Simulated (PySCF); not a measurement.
Field gradients at the hydrogen positions

Species: C7H9ClO3.
Geometry (GFN2-xTB, Å), atoms numbered from 1 in this order:
```xyz
20
C7H9ClO3 angstrom
C     -2.5295    1.0438   -0.9976
C     -2.0647    0.0307   -0.2921
C     -0.8720    0.1145    0.6126
C      0.2507   -0.8403    0.1943
Cl    -0.3092   -2.5353    0.3226
C      0.7213   -0.6015   -1.2375
O      1.4101    0.6349   -1.3529
C      2.0871    1.1830   -0.3376
O      2.6434    2.2257   -0.4830
O      2.1106    0.5719    0.8554
C      1.4907   -0.6860    1.0717
H     -2.0681    2.0173   -0.9703
H     -3.3976    0.9441   -1.6259
H     -2.5431   -0.9383   -0.3332
H     -1.1730   -0.1377    1.6338
H     -0.4782    1.1344    0.6137
H      1.3856   -1.4136   -1.5583
H     -0.1224   -0.5360   -1.9297
H      2.2100   -1.4863    0.8557
H      1.2432   -0.7146    2.1361
```

Level: PBE0/pcSseg-1 (PySCF, non-relativistic); Q(2H) = 0.00286 b; rigid geometry, the same for H and D, with no vibrational averaging.

Question: Rank these positions by the coupling χzz of a deuteron there, largest first.
A. H18 (methylene hydrogen)
B. H15 (methylene hydrogen)
C. H12 (vinylic hydrogen)
D. H14 (vinylic hydrogen)

Answer: C (224 kHz), D (216 kHz), B (200 kHz), A (192 kHz).

Give the electric field gradient Vzz (the principal value of largest size), its asymmetry and the 2H coupling at each hydrogen.

| atom | bonded to | bond length (Å) | Vzz (au) | η | χzz (kHz) |
| --- | --- | --- | --- | --- | --- |
| H12 | C1 | 1.078 | 0.3330 | 0.05 | 224 |
| H13 | C1 | 1.076 | 0.3374 | 0.04 | 227 |
| H14 | C2 | 1.081 | 0.3221 | 0.06 | 216 |
| H15 | C3 | 1.094 | 0.2972 | 0.03 | 200 |
| H16 | C3 | 1.093 | 0.2956 | 0.05 | 199 |
| H17 | C6 | 1.097 | 0.2822 | 0.05 | 190 |
| H18 | C6 | 1.093 | 0.2850 | 0.06 | 192 |
| H19 | C11 | 1.097 | 0.2811 | 0.05 | 189 |
| H20 | C11 | 1.093 | 0.2893 | 0.06 | 194 |

How does χzz go with the bond length over the 9 C–H bonds?

A straight-line fit has a slope of -17.6 kHz for each 0.01 Å, with a correlation coefficient of -0.98, over lengths from 1.076 to 1.097 Å. The longer bonds have the smaller couplings here.

Give the 2H NMR doublet splittings at H19 for a magnetic field along the z, y and x axes of the gradient: 3χ/2, 3χ(1 + η)/4, 3χ(1 − η)/4.

With |χ| = 188.9 kHz and η = 0.050: 283, 149 and 135 kHz, to first order and without motion.

One conformer (not necessarily the lowest) at the GFN2-xTB geometry, without solvent, vibrations or thermal averaging. GFN2-xTB bond lengths can be off by several hundredths of an ångström, more for odd bonds, and the gradients follow them. A larger basis could move these couplings by a tenth or more.
